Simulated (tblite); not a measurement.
Run record: tight-binding relaxation, `CCO[C@@H]1C[C@H]2CNC[C@H]21`.

Computed with GFN2-xTB geometry optimisation, gas phase (tblite 0.8.0). Start geometry: from a force field or distance geometry. The input is one job of a driver script: a line of settings, then coordinates in Å.

Command:
```bash
OMP_NUM_THREADS=1 python probes_run.py task.json out
```

Input:
```
{"job": {"kind": "relax", "xc": "GFN2-xTB", "basis": "xTB"}, "charge": 0, "multiplicity": 1}
C      2.942200     0.362900     0.227700
C      2.578000    -0.706500    -0.775800
O      1.302700    -0.454300    -1.222800
C      0.369300    -0.451600    -0.201200
C     -0.810200    -1.338200    -0.556700
C     -1.606100    -0.079700    -0.786300
C     -2.772900     0.146500     0.139500
N     -2.099100     0.342200     1.408000
C     -1.057300     1.269000     1.061300
C     -0.500900     0.773100    -0.218300
H      2.029100     0.959900     0.441900
H      3.748100     1.027300    -0.174500
H      3.252600    -0.142100     1.168900
H      3.284800    -0.573300    -1.624400
H      2.695200    -1.707400    -0.315900
H      0.845200    -0.666900     0.777500
H     -1.203600    -1.875100     0.301100
H     -0.654000    -1.972200    -1.480000
H     -1.812500     0.113900    -1.850300
H     -3.358000     1.040400    -0.096300
H     -3.388500    -0.776900     0.148700
H     -1.710600    -0.529100     1.802700
H     -1.598100     2.241400     0.833200
H     -0.343200     1.423700     1.871200
H     -0.143100     1.597300    -0.870100
```

Output:
```
step      E/eV     max force
  0    -863.27322    2.717
  1    -863.59914    0.975
  2    -863.69722    0.717
  3    -863.79528    0.623
  4    -863.83116    0.529
  5    -863.87268    0.412
  6    -863.89931    0.372
  7    -863.92427    0.288
  8    -863.94182    0.255
  9    -863.95917    0.320
... (134 lines left out)
144    -864.24325    0.028
145    -864.24349    0.032
146    -864.24365    0.023
147    -864.24375    0.018
148    -864.24383    0.014
149    -864.24390    0.019
150    -864.24396    0.020
151    -864.24401    0.016
152    -864.24405    0.011
153    -864.24408    0.008
```

«max force» is the largest atomic force in eV/Å.

Question: From which step on does the largest force stay under 0.1 eV/Å, and how much energy is left to gain from there?

Answer: From step 97 (0.069 eV/Å), 25.0 meV above the end.

Main results: energy lowered by 22.4 kcal/mol over 153 steps; largest atomic force 0.008 eV/Å at the end.

Question: Give the final coordinates.

Answer: 0.565 Å rms from the input after alignment:
```
atom  x, y, z in Å
C1     2.9526    0.7067    0.0512
C2     2.6335   -0.7419   -0.3110
O3     1.4150   -0.9126   -0.9967
C4     0.2513   -0.7528   -0.2286
C5    -0.9825   -1.3370   -0.9389
C6    -1.6737    0.0360   -0.8905
C7    -2.7649    0.1887    0.1800
N8    -2.0832    0.3622    1.4571
C9    -0.8932    1.1396    1.1347
C10   -0.4154    0.6472   -0.2369
H11    2.2420    1.0897    0.7794
H12    2.9114    1.3289   -0.8392
H13    3.9520    0.7634    0.4749
H14    3.3918   -1.1273   -0.9978
H15    2.6389   -1.3607    0.6008
H16    0.4174   -1.1435    0.7871
H17   -1.4920   -2.1396   -0.4080
H18   -0.7354   -1.6687   -1.9437
H19   -1.9825    0.4308   -1.8558
H20   -3.3429    1.0981   -0.0127
H21   -3.4499   -0.6579    0.2180
H22   -1.7999   -0.5490    1.8073
H23   -1.1886    2.1914    1.0671
H24   -0.1417    1.0375    1.9185
H25    0.1290    1.3951   -0.8072
```

Hardware: Arm Neoverse V1, one thread, on a shared host.
Labels such as C1 count atoms from 1, the log's own numbers from 0.
